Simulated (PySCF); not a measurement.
A structure optimised at ωB97X-D3(BJ)/def2-SVP, used in a PySCF frequency run:

```
B
O 1 1.3590
H 2 0.9642 1 114.64
C 1 1.5690 2 120.41 3 180.00
H 4 1.1064 1 110.04 2 -56.74
H 4 1.1064 5 103.54 1 -117.59
N 4 1.4627 5 108.74 6 -115.50
C 7 1.2616 4 120.73 5 -123.96
O 8 1.3556 7 131.36 4 0.00
H 8 1.0994 7 120.08 4 180.00
C 9 1.4290 8 120.36 10 180.00
H 11 1.1069 9 107.57 8 -123.19
H 11 1.1069 12 105.84 9 114.77
```

Problem. Write its SMILES, formula and point group.

Solution. OB1CN=COC1, C3H6BNO2, Cs

Problem. What are its rotational constants (standard atomic weights)?

Solution. 4.7779, 2.4494, 1.6520 GHz
